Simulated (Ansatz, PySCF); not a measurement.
Complex: SiH4 (SMILES [SiH4]) (first 5 atoms) with CH3Br (SMILES CBr); geometry from B3LYP-D3(BJ)/def2-TZVP.
(charge 0, multiplicity 1):
```csv
atom,x (Å),y (Å),z (Å)
Si,-0.0443,-0.3024,0.0989
H,0.6309,-1.5814,0.4011
H,-1.4102,-0.3016,0.6688
H,-0.1368,-0.1274,-1.3701
H,0.7252,0.8259,0.6690
C,-0.8732,1.2600,3.6194
Br,0.0357,-0.4520,3.8908
H,-0.1972,1.9046,3.0691
H,-1.1017,1.6687,4.5973
H,-1.7757,1.0637,3.0517
```

Monomers are frozen at their geometry in the pair; levels with a basis set take the counterpoise correction. Rows marked so take none.

Frozen-core correlation. Filled d and f shells under p-block atoms count as core. Rows in 6-31G* carry no dispersion term and start afresh at each structure (6-31G* with six Cartesian d functions); the Pople sets are all-electron and without relativity. MP2/6-31G* freezes PySCF's default core, which leaves 3d correlated.

Run with Ansatz (a first-principles code) with Gaussian orbitals; PySCF for 6-31G* rows, the dispersion terms. 

```tsv
level	interaction energy (kJ/mol)
revPBE-D3(BJ)/def2-TZVPPD	-7.9
r2SCAN/def2-TZVPPD	-4.7
B97M-V/def2-TZVPPD	-7.3
B3LYP/6-31G* (no counterpoise)	1.7
B2PLYP/def2-TZVPPD	-1.3
B2PLYP-D4/def2-TZVPPD	-5.7
MP2/6-31G*	0.1
MP2/6-31G* (no counterpoise)	…
CCSD(T)/def2-SVPD	-4.7
```

Fill in the missing entries.


- MP2/6-31G* (no counterpoise), interaction energy (kJ/mol): -3.7
